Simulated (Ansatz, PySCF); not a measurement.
System: CH3F3OSi, net charge 0, singlet state. 
Structure (B3LYP-D3(BJ)/def2-TZVP (Ansatz, an electronic-structure program) minimum search):
```xyz
9

Si     0.3974     0.0167    -0.0324
F      0.7139    -1.2546     0.8502
F      0.6104     1.2762     0.8971
F      1.4373     0.0810    -1.2091
O     -1.0735    -0.0319    -0.6578
C     -2.3172    -0.0949     0.0416
H     -3.1087    -0.1210    -0.7042
H     -2.3700    -0.9969     0.6537
H     -2.4480     0.7846     0.6743
```
Charge 0, spin multiplicity 1.

Property: atomisation energy (electronic, to ground-state atoms); the coupled-cluster value holds the core correlation from cc-pwCVTZ, in kcal/mol. Valence correlation only, unless marked. UHF or UKS for open shells. Spin-orbit coupling is left out. No relativistic terms. Basis-set limits of correlation are two-point, X^-3; Hartree-Fock from the larger set. [CCSD(T)-MP2]/basis is that difference in the basis named.

Level to compare with: RI-MP2/CBS(cc-pV(T+d)Z,cc-pV(Q+d)Z)+[CCSD(T)-MP2]/cc-pV(T+d)Z plus the core term (Ansatz), 941.2 kcal/mol. It is a level with limits of its own, and the differences hold the functionals' basis error too.

### Question
Rank these functionals by how close they come to RI-MP2/CBS(cc-pV(T+d)Z,cc-pV(Q+d)Z)+[CCSD(T)-MP2]/cc-pV(T+d)Z, closest first: wB97X/def2-TZVPD (Ansatz); M06-2X/def2-TZVPD (PySCF); r2SCANh/def2-TZVPD (Ansatz).

### Answer
M06-2X/def2-TZVPD (hybrid meta-GGA, 939.6 kcal/mol, difference -1.6), wB97X/def2-TZVPD (range-separated hybrid, 928.8 kcal/mol, difference -12.4), r2SCANh/def2-TZVPD (hybrid meta-GGA, 923.8 kcal/mol, difference -17.4)
